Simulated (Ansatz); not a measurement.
Si35H36, a nanocrystal cut from cubic silicon: single points at one geometry.

```yaml
crystal:
  periodic: [false, false, false]
  atoms:
    - {symbol: Si, position_ang: [-2.712625, -2.711050, -0.009776]}
    - {symbol: Si, position_ang: [-2.711319, -0.006098, -2.713838]}
    - {symbol: Si, position_ang: [-5.444949, 0.001064, -0.000675]}
    - {symbol: Si, position_ang: [-2.712944, 0.009064, 2.710415]}
    - {symbol: Si, position_ang: [-2.710420, 2.712530, 0.004569]}
    - {symbol: Si, position_ang: [-0.006006, -2.711142, -2.714100]}
    - {symbol: Si, position_ang: [-0.005598, -5.444581, 0.001389]}
    - {symbol: Si, position_ang: [0.003215, -2.711510, 2.712654]}
    - {symbol: Si, position_ang: [2.709922, -2.714759, 0.007923]}
    - {symbol: Si, position_ang: [0.004197, -0.000877, -5.445626]}
    - {symbol: Si, position_ang: [0.008853, 2.711990, -2.712693]}
    - {symbol: Si, position_ang: [2.714330, 0.006836, -2.711459]}
    - {symbol: Si, position_ang: [0.000918, -0.000714, -0.000583]}
    - {symbol: Si, position_ang: [-0.006299, 2.711709, 2.711099]}
    - {symbol: Si, position_ang: [2.711144, -0.009667, 2.713236]}
    - {symbol: Si, position_ang: [2.713148, 2.711131, -0.006352]}
    - {symbol: Si, position_ang: [-0.002020, 0.001348, 5.445336]}
    - {symbol: Si, position_ang: [0.002822, 5.444873, 0.000999]}
    - {symbol: Si, position_ang: [5.444231, -0.000901, 0.004604]}
    - {symbol: Si, position_ang: [-4.082226, -1.353395, -1.357169]}
    - {symbol: Si, position_ang: [-1.355257, -4.080281, -1.358101]}
    - {symbol: Si, position_ang: [-1.354250, -1.354016, -4.083563]}
    - {symbol: Si, position_ang: [-1.358211, -1.355894, 1.355350]}
    - {symbol: Si, position_ang: [-1.354915, 1.356213, -1.357941]}
    - {symbol: Si, position_ang: [-4.081659, 1.357581, 1.352960]}
    - {symbol: Si, position_ang: [-1.355820, 1.356418, 4.080786]}
    - {symbol: Si, position_ang: [-1.354152, 4.081442, 1.353986]}
    - {symbol: Si, position_ang: [1.357899, -1.357447, -1.357307]}
    - {symbol: Si, position_ang: [1.350718, -4.082227, 1.356336]}
    - {symbol: Si, position_ang: [1.351975, -1.355713, 4.082783]}
    - {symbol: Si, position_ang: [4.080070, -1.358664, 1.356278]}
    - {symbol: Si, position_ang: [1.357780, 1.355172, -4.081582]}
    - {symbol: Si, position_ang: [1.356711, 4.081024, -1.354925]}
    - {symbol: Si, position_ang: [4.083640, 1.354095, -1.353379]}
    - {symbol: Si, position_ang: [1.357612, 1.355364, 1.356941]}
    - {symbol: H, position_ang: [-3.571112, -3.571088, 0.875798]}
    - {symbol: H, position_ang: [-3.569136, 0.881681, -3.572204]}
    - {symbol: H, position_ang: [-6.318011, -0.861928, 0.862235]}
    - {symbol: H, position_ang: [-6.322949, 0.861432, -0.861135]}
    - {symbol: H, position_ang: [-3.572206, -0.877287, 3.568827]}
    - {symbol: H, position_ang: [-3.567968, 3.571595, -0.882815]}
    - {symbol: H, position_ang: [0.879980, -3.569812, -3.573474]}
    - {symbol: H, position_ang: [-0.872311, -6.314722, 0.863552]}
    - {symbol: H, position_ang: [0.855046, -6.325382, -0.855907]}
    - {symbol: H, position_ang: [-0.884642, -3.569260, 3.570995]}
    - {symbol: H, position_ang: [3.568184, -3.575867, -0.876803]}
    - {symbol: H, position_ang: [-0.854067, 0.859964, -6.325303]}
    - {symbol: H, position_ang: [0.867445, -0.865049, -6.317199]}
    - {symbol: H, position_ang: [-0.877397, 3.570820, -3.571624]}
    - {symbol: H, position_ang: [3.573263, -0.879135, -3.570591]}
    - {symbol: H, position_ang: [0.880172, 3.570867, 3.569490]}
    - {symbol: H, position_ang: [3.570730, 0.875992, 3.572031]}
    - {symbol: H, position_ang: [3.571309, 3.570359, 0.880295]}
    - {symbol: H, position_ang: [-0.864178, -0.859102, 6.321582]}
    - {symbol: H, position_ang: [0.860324, 0.863106, 6.320132]}
    - {symbol: H, position_ang: [-0.856932, 6.323232, -0.859720]}
    - {symbol: H, position_ang: [0.865971, 6.317406, 0.864266]}
    - {symbol: H, position_ang: [6.324500, -0.860072, -0.854751]}
    - {symbol: H, position_ang: [6.315123, 0.861883, 0.869964]}
    - {symbol: H, position_ang: [-4.933330, -2.228971, -2.233173]}
    - {symbol: H, position_ang: [-2.231787, -4.929885, -2.234622]}
    - {symbol: H, position_ang: [-2.229408, -2.230450, -4.934658]}
    - {symbol: H, position_ang: [-4.931717, 2.235015, 2.228087]}
    - {symbol: H, position_ang: [-2.232063, 2.233679, 4.929889]}
    - {symbol: H, position_ang: [-2.230649, 4.931201, 2.230366]}
    - {symbol: H, position_ang: [2.226188, -4.933358, 2.232436]}
    - {symbol: H, position_ang: [2.226631, -2.232900, 4.933618]}
    - {symbol: H, position_ang: [4.930515, -2.235022, 2.232150]}
    - {symbol: H, position_ang: [2.234279, 2.231037, -4.931894]}
    - {symbol: H, position_ang: [2.233648, 4.931335, -2.230354]}
    - {symbol: H, position_ang: [4.936009, 2.229736, -2.228090]}
basis:
  gaussian: {orbitals: 6-31G, fitting: {mean_field: def2-universal-jkfit}}
hamiltonian: {xc: {name: B3LYP}, dispersion: d4}
scf: {omitted_lower_state_checks: [starts]}
output: {orbitals: {seedname: orbitals}}
```

The file start.molden holds the orbitals of an earlier run on this structure, at another level or in another basis.

```sh
$ ansatz run in.yaml --threads 11 --pin off --events-out ev --progress --plain --max-ram 174080MiB --backend cuda --devices 0, --max-vram 75GiB
```

Output, abridged:

```
Functional definition: B3LYP
5128 factors; integrals over basis functions are off by at most 6.8e-2 eV
mean field evaluation 1: about -276292.9991 eV, gradient 2.3e1 eV
mean field evaluation 2: about -276294.4880 eV, gradient 1.5e1 eV
mean field evaluation 4: about -276295.3513 eV, gradient 1.9e0 eV
mean field evaluation 8: about -276295.2838 eV, gradient 1.2e-1 eV
mean field evaluation 16: about -276295.2839 eV, gradient 2.8e-5 eV
mean field -276295.28388082 eV, -10153.6644029503 hartree, gradient 2.8e-5 eV, S^2 0.000000; 0 other end points of the search recorded, 0 dependent functions left out
reference -276295.28463442 eV, -10153.6644306447 hartree; 263, 263 occupied and 264, 264 virtual orbitals, 5128 factors
Total energy: -276306.30644113 eV, -10154.0694745703 hartree
Checks for a lower state left out: starts
```

Run time 5.5 s (11 threads of AMD EPYC 7R13 on a shared host and a whole NVIDIA H100 80GB HBM3), peak host memory 1.3 GiB.

As the first input, with `gaussian: {orbitals: def2-TZVP, fitting: {mean_field: def2-universal-jkfit}, initial_orbitals: start.molden}`, `hamiltonian: {xc: r2scan, dispersion: d4}`, `output: {forces: true, orbitals: {seedname: orbitals}}` (abridged; 18 s):

```
Functional definition: r2SCAN
mean field -276302.48584236 eV, -10153.9290701554 hartree, gradient 2.5e-5 eV, S^2 0.000000
Total energy: -276304.51443762 eV, -10154.0036196561 hartree
Atom 0 force    -0.029384    -0.028947    -0.001296 eV/Å
Atom 1 force    -0.028977    -0.001073    -0.028896 eV/Å
Atom 2 force    -0.065535    -0.000212    -0.000545 eV/Å
Atom 3 force    -0.028976     0.000901     0.028884 eV/Å
Atom 4 force    -0.029907     0.029684     0.002381 eV/Å
Atom 5 force    -0.002555    -0.029706    -0.029176 eV/Å
Atom 6 force    -0.000169    -0.065422     0.000491 eV/Å
Atom 7 force     0.001933    -0.029109     0.028624 eV/Å
Atom 8 force     0.029702    -0.029425     0.001690 eV/Å
Atom 9 force     0.000324    -0.000129    -0.065543 eV/Å
Atom 10 force     0.002609     0.029143    -0.029358 eV/Å
Atom 11 force     0.028870     0.001342    -0.029226 eV/Å
Atom 12 force    -0.000255     0.000419    -0.000575 eV/Å
Atom 13 force    -0.002205     0.029583     0.029501 eV/Å
Atom 14 force     0.028529    -0.001019     0.028143 eV/Å
Atom 15 force     0.029201     0.029456    -0.001672 eV/Å
Atom 16 force    -0.000001    -0.000573     0.065032 eV/Å
Atom 17 force     0.000523     0.064898    -0.000477 eV/Å
Atom 18 force     0.066568     0.000203     0.000106 eV/Å
Atom 19 force    -0.061004    -0.014585    -0.014738 eV/Å
Atom 20 force    -0.016313    -0.062376    -0.012454 eV/Å
Atom 21 force    -0.013075    -0.014873    -0.061461 eV/Å
Atom 22 force    -0.034268    -0.034784     0.035397 eV/Å
Atom 23 force    -0.036115     0.035857    -0.034725 eV/Å
Atom 24 force    -0.061153     0.013809     0.014246 eV/Å
Atom 25 force    -0.015033     0.014131     0.060962 eV/Å
Atom 26 force    -0.013598     0.062242     0.014379 eV/Å
Atom 27 force     0.033860    -0.034628    -0.034501 eV/Å
Atom 28 force     0.015547    -0.062080     0.013607 eV/Å
Atom 29 force     0.014705    -0.014526     0.061383 eV/Å
Atom 30 force     0.061991    -0.013413     0.015552 eV/Å
Atom 31 force     0.014883     0.013444    -0.061821 eV/Å
Atom 32 force     0.015089     0.062308    -0.013645 eV/Å
Atom 33 force     0.061493     0.014037    -0.013385 eV/Å
Atom 34 force     0.034244     0.035182     0.034720 eV/Å
Atom 35 force     0.079897     0.081132    -0.080515 eV/Å
Atom 36 force     0.080158    -0.080682     0.079800 eV/Å
Atom 37 force     0.069199     0.100567    -0.100421 eV/Å
Atom 38 force     0.070146    -0.099947     0.099743 eV/Å
Atom 39 force     0.079862     0.080652    -0.080122 eV/Å
Atom 40 force     0.080025    -0.080052     0.080775 eV/Å
Atom 41 force    -0.080300     0.080043     0.080601 eV/Å
Atom 42 force     0.101561     0.068620    -0.100249 eV/Å
Atom 43 force    -0.100107     0.070662     0.099123 eV/Å
Atom 44 force     0.080894     0.079576    -0.080233 eV/Å
Atom 45 force    -0.080083     0.081332     0.079879 eV/Å
Atom 46 force     0.099139    -0.099922     0.070829 eV/Å
Atom 47 force    -0.100298     0.100643     0.069122 eV/Å
Atom 48 force     0.080577    -0.080176     0.080088 eV/Å
Atom 49 force    -0.080409     0.079917     0.080532 eV/Å
Atom 50 force    -0.080606    -0.080385    -0.079727 eV/Å
Atom 51 force    -0.080327    -0.080313    -0.080204 eV/Å
Atom 52 force    -0.080111    -0.080691    -0.080424 eV/Å
Atom 53 force     0.100040     0.099851    -0.069802 eV/Å
Atom 54 force    -0.100115    -0.100135    -0.069681 eV/Å
Atom 55 force     0.099990    -0.070240     0.100005 eV/Å
Atom 56 force    -0.100538    -0.068943    -0.100487 eV/Å
Atom 57 force    -0.070710     0.099581     0.099818 eV/Å
Atom 58 force    -0.068768    -0.100704    -0.100964 eV/Å
Atom 59 force     0.071280     0.072494     0.072210 eV/Å
Atom 60 force     0.072657     0.070699     0.072597 eV/Å
Atom 61 force     0.072244     0.072889     0.071105 eV/Å
Atom 62 force     0.070680    -0.072968    -0.072030 eV/Å
Atom 63 force     0.072446    -0.072832    -0.070395 eV/Å
Atom 64 force     0.072603    -0.070493    -0.072633 eV/Å
Atom 65 force    -0.072534     0.071027    -0.072421 eV/Å
Atom 66 force    -0.072144     0.072847    -0.070942 eV/Å
Atom 67 force    -0.071367     0.072617    -0.072109 eV/Å
Atom 68 force    -0.072333    -0.072551     0.071271 eV/Å
Atom 69 force    -0.072538    -0.071176     0.072219 eV/Å
Atom 70 force    -0.071658    -0.072700     0.072041 eV/Å
Dipole moment:    -0.000327    -0.000002    -0.000791 e Å
Checks for a lower state left out: starts
```

As the first input, with `gaussian: {orbitals: def2-TZVP, fitting: {mean_field: def2-universal-jkfit}, initial_orbitals: start.molden}`, `hamiltonian: {xc: pbe0, dispersion: d4}` (abridged; 16 s):

```
Functional definition: PBE0
mean field -276211.91843582 eV, -10150.6007793535 hartree, gradient 2.8e-5 eV, S^2 0.000000
Total energy: -276218.17255550 eV, -10150.8306140127 hartree
Checks for a lower state left out: starts
```

Geometry: r2SCAN-D4/def2-SVP.

B3LYP takes the VWN-RPA correlation. Single mean-field runs in 6-31G, def2-TZVP are fitted with def2-universal-jkfit.
